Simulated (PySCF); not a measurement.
Q: Give a PBE0-D3(BJ)/def2-SVP geometry of `C1CC=C(C2CCCC2)S1`.

A: 
```
atom  x, y, z in Å
C1     2.003   -0.575   -0.972
C2     0.956   -0.104   -0.277
C3    -0.496   -0.333   -0.532
C4    -1.261   -0.967    0.641
C5    -2.716   -0.664    0.309
C6    -2.672    0.789   -0.174
C7    -1.300    0.953   -0.861
S8     1.434    0.886    1.122
C9     3.151    0.976    0.499
C10    3.354   -0.236   -0.411
H11    1.875   -1.220   -1.844
H12   -0.563   -1.022   -1.390
H13   -1.036   -2.038    0.757
H14   -0.975   -0.470    1.584
H15   -3.055   -1.327   -0.505
H16   -3.400   -0.818    1.157
H17   -2.741    1.465    0.693
H18   -3.513    1.042   -0.836
H19   -0.768    1.838   -0.483
H20   -1.388    1.079   -1.950
H21    3.841    1.001    1.353
H22    3.258    1.916   -0.064
H23    3.748   -1.097    0.162
H24    4.098   -0.014   -1.192
```

Any rigid rotation of these coordinates is as good. Atoms count from 1 in this order. The 9 C–C bonds span 1.341 Å (C1=C2, drawn double) to 1.552 Å (C3–C7, drawn single), a spread of 0.211 Å. Of the pairs four or more bonds apart, S8···H14 is among the closest relative to their van der Waals radii: 2.80 Å, 93 % of the sum of Bondi's values. The 5-membered ring C3–C4–C5–C6–C7 has internal angles of 103.1° to 106.2° (sum 522°, against 540° for a flat polygon); it is puckered, 0.18 Å rms from its mean plane, widest ring torsion 43°. The 5-membered ring C1–C2–S8–C9–C10 has internal angles of 90.6° to 115.4° (sum 532°, against 540° for a flat polygon); it is puckered, 0.13 Å rms from its mean plane, widest ring torsion 28°.

Bonds between heavy atoms (Å): C1=C2 1.341, C2–C3 1.492, C3–C4 1.537, C4–C5 1.523, C5–C6 1.532, C6–C7 1.543, C2–S8 1.779, S8–C9 1.829, C9–C10 1.530, C1–C10 1.501, C3–C7 1.552.

Method used: PySCF, PBE0-D3(BJ)/def2-SVP geometry optimisation, gas phase.

Point group: C1 (no symmetry element, even within 0.4 Å). Whether it is a minimum is left open (no frequencies). One conformer, not necessarily the lowest (C1–C2–C3–C4 122°, C2–C3–C4–C5 162°, C3–C4–C5–C6 -43°, C4–C5–C6–C7 32°, C5–C6–C7–C3 -10°).

The run took about 5 min of CPU time (one thread, shared machine). That covers the optimisation of the geometry.
